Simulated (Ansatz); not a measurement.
Ligand exchange: C2H3Cl2F + SiH(CH3)2(SiH3) → C2H4ClF + C2H9ClSi2

Gas-phase species: C2H3Cl2F (1,1-dichloro-1-fluoroethane) `CC(F)(Cl)Cl`, singlet; SiH(CH3)2(SiH3), singlet; C2H4ClF `CC(F)Cl`, singlet; C2H9ClSi2 `C[SiH](C)[SiH2]Cl`, singlet. The partners trade Cl for H: C–Cl and Si–H bonds give way to C–H and Si–Cl.

Shapes, held fixed at every level: PBE0-D4/def2-TZVP. Flexible molecules stand in one conformer, not always the lowest. Programs: Ansatz 0.2.0. Electronic energies: no zero-point or thermal term.

```
               level                   kind  ΔE (kJ/mol)  less CCSD(T)/CBS estimate
       HF/def2-TZVPP           Hartree–Fock       -180.1                      -18.7
r2SCAN-D4/def2-TZVPP               meta-GGA       -157.0                       +4.4
 B3LYP-D4/def2-TZVPP          global hybrid       -161.3                       +0.1
  PBE0-D4/def2-TZVPP          global hybrid       -159.6                       +1.8
      MP2/def2-TZVPP    perturbation theory       -161.6                       -0.2
     CCSD/def2-TZVPP  coupled cluster or CI       -162.9                       -1.5
CCSD(T)/CBS estimate  coupled cluster or CI       -161.4                        0.0
```

The highest level, CCSD(T)/CBS estimate, gives ΔE = -161.4 kJ/mol; the levels span -180.1 to -157.0. The column of differences is taken from that level and isn't an error. No measured value is set beside it here. The CBS estimate extrapolates MP2 from def2-TZVPP and def2-QZVPP and adds CCSD(T) − MP2 in the triple-zeta set, cores frozen.
